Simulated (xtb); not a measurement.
In(NCO)(OH)2 (CH2InNO3), SMILES O=C=[N][In]([OH])[OH]. All values are semi-empirical tight-binding results from xtb (GFN2-xTB unless named), good for trends rather than for accurate numbers. Geometry optimised at GFN2-xTB. The structure was generated by enumeration; whether it is a known compound was not checked. Other conformers were not sampled.

Optimised geometry:

Bond lengths (Å): In1–N2 2.025, In1–O5 1.927, In1–O7 1.919, N2–C3 1.193, C3–O4 1.156, O5–H6 0.959, O7–H8 0.960. Bond angles (°): N2–In1–O5 120.8, N2–In1–O7 114.8, O5–In1–O7 124.4, In1–N2–C3 142.4, N2–C3–O4 174.3, In1–O5–H6 114.1, In1–O7–H8 110.7.

For metal compounds this method's bond lengths and energies can be far off.

Computed properties:
The point group as xtb finds it comes out as Cs and the orbital gap comes out as 2.92 eV. The zero-point energy is 22.5 kcal/mol and the G − E(el) at 298.15 K (modified RRHO) is 0.2 kcal/mol.

Task: Give the atomic charges and the Wiberg bond orders between heavy atoms. (Estimate from the structure and the level; the computed values follow.)

Result: charges (e) In1 0.41, N2 -0.28, C3 0.33, O4 -0.27, O5 -0.44, H6 0.33, O7 -0.44, H8 0.34. Bond orders In1–N2 0.75, N2–C3 1.98, N2–O4 0.36, C3–O4 1.90, In1–O5 1.05, In1–O7 1.06.
